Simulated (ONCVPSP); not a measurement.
Configuration tests for potassium (K) (ONCV)

* Element: K (Z = 19)
* Generator: ONCVPSP 4.0.1
* Type: optimised norm-conserving Vanderbilt (ONCV)
* Functional: LDA (Perdew-Zunger)
* Relativity: scalar-relativistic
* Frozen core: [Ne]
* Valence charge: 9
* Reference configuration: 3s2 3p6 4p1
* Partial waves: 3s: rc 1.70 bohr, ncon 4, nbas 7, qcut 7.8 1/bohr, 2 projectors, debl 3.3 Ha; 3p+4p: rc 2.65 bohr, ncon 4, nbas 7, qcut 4.4 1/bohr, 2 projectors; d scattering state at 0.2 Ha: rc 2.25 bohr, ncon 4, nbas 8, qcut 4.8 1/bohr, 2 projectors, debl 1.1 Ha
* Local potential: polynomial inside 1.70 bohr (lpopt 5, dvloc0 6 Ha)
* Core correction: Teter function, fcfact 3.5, rcfact 1.05

Energies are relative to the spin-unpolarised reference configuration 3s2 3p6 4p1; without spin polarisation the order of configurations can differ from experiment.

| valence configuration | charge | ΔE all-electron (eV) | error AE − PS (meV) |
| --- | --- | --- | --- |
| 3s2 3p6 4s0.5 4p0 | +0.5 | 0.079 | +0.3 |
| 3s1 3p6 4s1 4p0 | +1 | 40.198 | -64 |

Q: What are ΔE and the potential's error for 3s2 3p6 4p0?

A: ΔE = 2.776 eV all-electron; the error (AE − PS) is -0.1 meV.

Q: What are ΔE and the potential's error for 3s2 3p6 4s1 4p0?

A: ΔE = -1.630 eV all-electron; the error (AE − PS) is +0.4 meV.

Levels in the configuration 3s2 3p6 4s1 4p0:

```json
{"level": "3s", "all-electron (eV)": "-35.176", "pseudo (eV)": "-35.169"}
{"level": "3p", "all-electron (eV)": "-18.835", "pseudo (eV)": "-18.830"}
{"level": "4s", "all-electron (eV)": "-2.430", "pseudo (eV)": "-2.430"}
```
